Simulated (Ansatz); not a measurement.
Input for Ansatz (a program for electronic structure): U-PBE/def2-TZVPP on BH3N (SMILES [BH]N), 2S+1 = 2, atoms moved off the minimum.

Ansatz 0.2 input:
```yaml
crystal:
  periodic: [false, false, false]
  atoms:
    - {symbol: B, position_ang: [0.74133602, -0.36015070, 0.01176449]}
    - {symbol: N, position_ang: [-0.50730201, 0.11273927, -0.01343579]}
    - {symbol: H, position_ang: [1.69448639, 0.29967402, -0.00617231]}
    - {symbol: H, position_ang: [-0.76593323, 1.11316767, -0.05570583]}
    - {symbol: H, position_ang: [-1.24654365, -0.50115725, -0.05898213]}
basis:
  gaussian:
    orbitals: def2-TZVPP
hamiltonian:
  xc: {name: PBE}
magnetization: {spin_polarized: true, initial_magnetization: 1}
output: {forces: true}
```

The log:

```
WARN ansatz: RAYON_NUM_THREADS=1 ignored (pool sized by the plan → 1); use --threads N
Functional definition: PBE
integrals: 0.02 GiB planned
501 factors; their error is unknown
mean field: 0.26 GiB planned
mean field evaluation 1: about -2202.9931 eV, gradient 4.7e1 eV
mean field evaluation 2: about -2179.6496 eV, gradient 7.9e1 eV
mean field evaluation 4: about -2211.4393 eV, gradient 5.7e0 eV
mean field evaluation 8: about -2211.6350 eV, gradient 3.2e-2 eV
mean field evaluation 16: about -2211.6300 eV, gradient 2.7e-5 eV
mean field -2211.62997034 eV, -81.2759023134 hartree, gradient 2.7e-5 eV, S^2 0.753162; 0 other end points of the search recorded, 0 dependent functions left out
the calculation of the forces begins
reference -2211.63000691 eV, -81.2759036573 hartree; 8, 7 occupied and 96, 97 virtual orbitals, 501 factors
Total energy: -2211.63000691 eV, -81.2759036573 hartree
Atom 0 at     0.741336    -0.360151     0.011764 Å, force     1.358796    -0.981326     0.007220 eV/Å
Atom 1 at    -0.507302     0.112739    -0.013436 Å, force     0.013881     2.506342    -0.020877 eV/Å
Atom 2 at     1.694486     0.299674    -0.006172 Å, force     0.963068     0.480618     0.046257 eV/Å
Atom 3 at    -0.765933     1.113168    -0.055706 Å, force     0.054104    -0.534379     0.026707 eV/Å
Atom 4 at    -1.246544    -0.501157    -0.058982 Å, force    -2.389849    -1.471255    -0.059307 eV/Å
Dipole moment:    -0.425119     0.262340    -0.028299 e Å
```

The run converged.

Cost: about 2.0 core-seconds (a rough figure).
